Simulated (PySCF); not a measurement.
A calculated (PBE0, PySCF 2.14, x2c-TZVPPall with one added diffuse shell each of s, p, d type, scalar relativity by spin-free X2C-1e) atom or ion has these occupied shells.

| shell | electrons | orbital energy (eV) | rms radius, mean of both spins (bohr) |
| --- | --- | --- | --- |
| 1s α | 1 | -2443.4 | 0.112 |
| 1s β | 1 | -2442.8 | 0.112 |
| 2s α | 1 | -232.22 | 0.520 |
| 2s β | 1 | -231.68 | 0.520 |
| 2p α | 3 | -174.85 | 0.494 |
| 2p β | 3 | -174.00 | 0.494 |
| 3s α | 1 | -31.459 | 1.76 |
| 3s β | 1 | -26.741 | 1.76 |
| 3p α | 3 | -19.483 | 2.03 |

Problem. Name the element and its charge.

Solution. S⁺ (sulfur, charge +1), in [Ne] 3s2 3p3, high-spin 4S determinant.
